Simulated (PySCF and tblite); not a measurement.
C₅H₅NS₂, numbered as in [CH2:1]=[CH:2][c:3]1[cH:4][c:5]([SH:6])[s:7][n:8]1.

Level: PBE0-D3(BJ)/pcSseg-1//GFN2-xTB, thermal terms from GFN2-xTB, symmetry numbers and mirror pairs counted. Conformers within 2.5 kcal/mol (GFN2-xTB free energy) were kept, 4 at most. GIAO shieldings: PBE0/pcSseg-1. Shifts are against TMS (¹H), TMS (¹³C), NH3 (¹⁵N) at the same level; of two unlike H on one atom, a is the less shielded. (PySCF 2.14, tblite 0.8.)

Torsions listed: C1–C2–C3–N8, S7–C5–S6–H6.

```json
{"conformer": "1", "shape": "180°, 0°", "symmetry": "Cs", "E(GFN2) kcal/mol": "0.00", "E(DFT) kcal/mol": "0.00"}
{"conformer": "2", "shape": "0°, 0°", "symmetry": "Cs", "E(GFN2) kcal/mol": "0.13", "E(DFT) kcal/mol": "0.38"}
{"conformer": "3", "shape": "180°, 180°", "symmetry": "Cs", "E(GFN2) kcal/mol": "0.50", "E(DFT) kcal/mol": "0.55"}
{"conformer": "4", "shape": "0°, 180°", "symmetry": "Cs", "E(GFN2) kcal/mol": "0.60", "E(DFT) kcal/mol": "0.93"}
```

Task: How much do the weights at 298.15 K and the averaged shift of H1a depend on how the conformers are weighted?

Result: 
| weighting | 1 (%) | 2 (%) | 3 (%) | 4 (%) | δ (ppm) | rms dipole (D) |
| --- | --- | --- | --- | --- | --- | --- |
| DFT energy with thermal terms, symmetry and mirror images (full scheme) | 47 | 24 | 19 | 10 | 6.39 | 1.94 |
| DFT energy with symmetry and mirror images | 47 | 25 | 18 | 10 | 6.40 | 1.93 |
| bare DFT energy | 47 | 25 | 18 | 10 | 6.40 | 1.93 |
| GFN2-xTB energy with symmetry and mirror images | 39 | 31 | 17 | 14 | 6.50 | 1.95 |
| GFN2-xTB free energy | 39 | 30 | 17 | 14 | 6.49 | 1.95 |
| leading conformer alone | 100 | 0 | 0 | 0 | 6.07 | 1.51 |
| equal weights | 25 | 25 | 25 | 25 | 6.55 | 2.21 |
| full scheme, search stopped after three starts | 0 | 0 | 66 | 34 | 6.36 | 2.83 |

The largest departure from the full scheme, 0.32 ppm, comes with: leading conformer alone.

The minima are those of GFN2-xTB; planar forms about aryl–S or allylic bonds may be saddles in DFT. Other tautomers (keto or thione forms) aren't considered and may dominate.


¹⁵N shifts are against a computed isolated NH3 molecule, about 20 ppm from the liquid.

Conformer gaps in pcSseg-1 on xTB geometries can be 2 kcal/mol off for S=O, P=O and other polar bonds.